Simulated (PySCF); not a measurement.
Adding and removing an electron: CaCl

UHF; PySCF, spin-free X2C with a Gaussian nucleus, basis sets Ca x2c-SVPall, Cl x2c-SVPall. Neutral (UHF): doublet (σ ↑), Re = 2.494 Å, ωe = 370 cm⁻¹, De = 3.61 eV, HOMO -6.00 eV, LUMO 0.00 eV.

CaCl⁺ (RHF): singlet (closed shell), Re = 2.383 Å, ωe = 442 cm⁻¹, De = 3.00 eV to Ca⁺ + Cl. The energies at the minima are -1140.36514 hartree for CaCl and -1140.15344 for CaCl⁺.

Task: Work out the adiabatic ionisation energy, without and with harmonic zero-point energies (1 hartree = 27.2114 eV, 1 eV = 8065.5 cm⁻¹), and the change of the bond length.

Result: At HF: 0.21170 hartree = 5.761 eV between the minima; the zero-point term (442.0 − 370.0)/2 cm⁻¹ = +0.004 eV makes it 5.765 eV. Re changes by -11.1 pm against the neutral. The electron leaves a σ orbital; in so polar a molecule the change of length follows mostly from the change of the ionic charges.

For an ion De counts to the pair picked by the measured ionisation energies or electron affinities, which need not be the lowest pair at this level. Where the molecule has an RHF reference, its open-shell atoms are computed with UHF. Hartree–Fock leaves out correlation, which carries a large part of most bond energies and some tenths to 1 eV of ionisation energies. States were picked by a PBE0 search and need not be the measured ground states.

Neutral and ion stand on different kinds of reference determinant, which adds to the error of the difference.
